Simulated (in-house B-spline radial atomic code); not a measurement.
Configurations of Dy8+, with energies counted from [Kr] 4d10 (4f5/2)6 (4f7/2)2 5s2 (5p1/2)2. Method: Dirac-Hartree-Fock, average of each configuration as written, Fermi nucleus of rms radius 5.2218 fm. Calculated with an all-electron radial atomic-structure program (B-spline basis). Energies include first-order Breit, QED and recoil terms.

Occupations are held fixed; configurations that lie above the ionisation limit could autoionise.

| configuration | E - E(ref) (eV) | highest orbital | its <r> (bohr) |
| --- | --- | --- | --- |
| [Kr] 4d10 (4f5/2)1 (4f7/2)7 5s2 (5p1/2)2 | 6.7645 | 4f5/2 | 0.7135 |
| [Kr] 4d10 (4f5/2)5 (4f7/2)2 5s2 (5p1/2)2 (5d3/2)1 | 33.442 | 5d3/2 | 1.549 |
| [Kr] 4d10 (4f5/2)1 (4f7/2)7 5s2 (5p3/2)1 (5d5/2)1 | 55.502 | 5d5/2 | 1.605 |
| [Kr] 4d10 (4f5/2)3 (4f7/2)5 5s2 (5p1/2)1 7s1 | 99.373 | 7s1/2 | 3.709 |
| [Kr] 4d10 (4f7/2)8 5s2 (5p1/2)1 (7f5/2)1 | 118.55 | 7f5/2 | 5.756 |
| [Kr] 4d10 (4f5/2)1 (4f7/2)6 5s2 (5p1/2)2 (8g7/2)1 | 125.02 | 8g7/2 | 9.31 |
| [Kr] 4d10 (4f7/2)7 5s2 (5p3/2)2 (9g9/2)1 | 139.67 | 9g9/2 | 12.06 |
| [Kr] (4d3/2)3 (4d5/2)6 (4f5/2)1 (4f7/2)7 5s2 (5p1/2)1 (5p3/2)1 (7g9/2)1 | 286.49 | 7g9/2 | 6.818 |

Order these further configurations by energy, lowest first.
A. [Kr] (4d3/2)4 (4d5/2)5 (4f5/2)5 (4f7/2)3 5s2 (5p3/2)2 6s1
B. [Kr] 4d10 (4f5/2)2 (4f7/2)5 5s2 (5p3/2)2 (6p1/2)1
C. [Kr] 4d10 (4f5/2)3 (4f7/2)5 5s2 (5p1/2)2
D. [Kr] 4d10 (4f7/2)8 5s2 (5p1/2)1 (6f5/2)1
E. [Kr] (4d3/2)3 (4d5/2)6 (4f5/2)1 (4f7/2)7 5s2 (5p1/2)1 (5p3/2)2

C (6.9277 eV), B (82.342 eV), D (106.39 eV), E (169.35 eV), A (227.92 eV).

How far above the reference does [Kr] 4d10 (4f5/2)4 (4f7/2)4 5s2 (5p3/2)2 lie?

18.623 eV; its least bound orbital is 5p3/2 with <r> = 1.343 bohr.

How far above the reference does [Kr] 4d10 (4f5/2)4 (4f7/2)4 5s2 (5p1/2)2 lie?

5.5747 eV; its least bound orbital is 4f7/2 with <r> = 0.7145 bohr.

How far above the reference does [Kr] 4d10 (4f5/2)6 (4f7/2)2 5s2 (5p3/2)1 (9g9/2)1 lie?

137.05 eV; its least bound orbital is 9g9/2 with <r> = 12.14 bohr.
